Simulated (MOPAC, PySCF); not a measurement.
CH4O4, SMILES `OC(O)(O)O`, neutral singlet in the gas phase. 

Cartesian coordinates (Å):
SMILES: OC(O)(O)O
```xyz
9

O      0.7716    -1.0433    -0.5003
C      0.0005     0.0001    -0.0007
O     -1.2733    -0.5039     0.2371
O      0.6393     0.4774     1.1381
O     -0.1358     1.0702    -0.8778
H      1.6954    -0.7648    -0.4649
H     -1.1706    -1.3625     0.6665
H      0.2318     1.3220     1.3677
H     -0.7589     0.8046    -1.5658
```
Charge 0, spin multiplicity 1.

All levels are single points at this geometry (B3LYP-D3(BJ)/def2-TZVP); Pople sets use spherical d functions. Orbital energies aren't observables, and empty levels follow the basis.

B3LYP-D3(BJ)/def2-TZVP in PySCF gives HOMO (eV) = -8.52.

Estimate the HOMO (eV) from each of these levels: B3LYP/6-311+G** in PySCF; BP86/6-31G* in PySCF; PBE/6-31G* in PySCF; HF/6-31G* in PySCF; AM1 in MOPAC.


| level | HOMO (eV) |
|---|---|
| B3LYP/6-311+G** in PySCF | -8.67 |
| BP86/6-31G* in PySCF | -6.48 |
| PBE/6-31G* in PySCF | -6.34 |
| HF/6-31G* in PySCF | -13.35 |
| AM1 in MOPAC | -12.63 |
